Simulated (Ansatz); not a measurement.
(SnO)n off: HSE06-D4/def2-TZVP single points in Ansatz on relaxed structures, gas phase. Each cluster is the lowest isomer that a short search found in that spin, judged at the geometry's level, and lower ones may exist. Core potentials for Sn, no spin–orbit coupling. Binding counts from free atoms in the multiplicity of their measured ground term, without zero-point energy. Singlets are spin-restricted. The structures are stationary points that may keep the symmetry of their start. Remarks come from the PBE and PBE0 runs and from stability tests at other levels; not every state was tested.

| species | atoms | state | geometry | HOMO (eV) | LUMO (eV) | gap (eV) | binding per atom (eV) | lowest of the spins relaxed | point group (within 0.1 Å) | remarks |
| --- | --- | --- | --- | --- | --- | --- | --- | --- | --- | --- |
| SnO2 | 3 | singlet | B3LYP-D4/def2-TZVP | -8.18 | -3.60 | 4.59 | 2.61 | singlet, of singlet/triplet/quintet | D∞h | – |
| Sn3O4 (with an O–O bond) | 7 | singlet | r2SCAN-D4/def2-SVP | -6.51 | -2.49 | 4.02 | 3.49 | – | – | restricted SCF unstable in HF |

Task: Estimate the rows for Sn4O5 (with an O–O bond) (singlet, PBE-D4/def2-SVP geometry).

Result: 
```
                 species  atoms    state         geometry  HOMO (eV)  LUMO (eV)  gap (eV)  binding per atom (eV)  lowest of the spins relaxed  point group (within 0.1 Å)
Sn4O5 (with an O–O bond)      9  singlet  PBE-D4/def2-SVP      -6.39      -2.11      4.28                   3.71                            –                          Cs
```

The gap (eV) runs from 4.02 (Sn3O4 (with an O–O bond)) to 4.59 (SnO2). The binding per atom (eV) runs from 2.61 (SnO2) to 3.71 (Sn4O5 (with an O–O bond)).
